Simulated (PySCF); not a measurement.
**C₆ coefficients of unlike pairs at PBE0**

Calculated with PySCF 2.14 from the dipole response of each species, C₆(A,B) = (3/π) ∫ α_A(iu) α_B(iu) du, in atomic units, from isotropic polarisabilities. For ions this is the dispersion term alone; charge-induced terms of lower order in 1/R come first.

```
species           configuration                                                                 basis      relativity  α (bohr³)  C₆ (like pair)
    B³⁺                1s2 (1S)                                            aug-cc-pCVTZ-DK (7s6p4d2f)   spin-free X2C    0.01914        0.002473
    Ar⁺       [Ne] 3s2 3p5 (2P)                                           aug-cc-pVQZ-DK (7s6p4d3f2g)   spin-free X2C      6.907           31.20
      I  [Kr] 4d10 5s2 5p5 (2P)  def2-QZVPPD with the def2 core potential (28 electrons) (8s7p5d4f1g)  core potential      33.15           359.5
     Rb           [Kr] 5s1 (2S)                                              aug-cc-pVDZ-X2C (7s6p4d)   spin-free X2C      394.6            6418
```

(1) Estimate C₆ for I with B³⁺.

No spin-orbit coupling is included.

The other pairs:

```json
{"pair": "Ar⁺, B³⁺", "C₆": "0.1639"}
{"pair": "Rb, B³⁺", "C₆": "0.7253"}
{"pair": "Rb, I", "C₆": "1004"}
{"pair": "Rb, Ar⁺", "C₆": "230.0"}
{"pair": "I, Ar⁺", "C₆": "101.5"}
```

Results:

(1) The integral gives 0.4550. The combination rule 2 C_A C_B / (C_A α_B/α_A + C_B α_A/α_B) gives 0.3960 and the geometric mean 0.9429.
